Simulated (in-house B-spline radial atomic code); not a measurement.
Configurations of K VII (K6+), with energies counted from [Ne] 3s2 3p1. Level of theory: non-relativistic r2SCAN0, spin-polarised, spherical fractional occupations, exact exchange averaged over the configuration, point nucleus; calculated with an all-electron radial atomic-structure program (B-spline basis). Shells without spins written out take the highest spin.

Occupations are held fixed; configurations that lie above the ionisation limit could autoionise.

| configuration | E - E(ref) (eV) | highest orbital | its <r> (bohr) |
| --- | --- | --- | --- |
| [Ne] 3s1 3p2 | 12.193 | 3p up | 1.15 |
| [Ne] 3s2 4p1 | 61.13 | 4p up | 2.443 |
| [Ne] 3s2 4f1 | 74.895 | 4f up | 2.454 |
| [He] 2s2 2p5 3s2 3p1 4s1 | 355.67 | 4s up | 2.247 |
| [He] 2s2 2p5 3s2 3p1 4d1 | 371.76 | 4d up | 2.527 |

Order these further configurations by energy, lowest first.
A. [He] 2s2 2p5 3s2 3p1 4f1
B. [Ne] 3s1 3p1 3d1
C. [Ne] 3s1 3p1 4f1
D. [Ne] 3s1 3p1 4d1
E. [Ne] 3s2 3d1

E (28.592 eV), B (41.032 eV), D (84.818 eV), C (89.245 eV), A (377.43 eV).
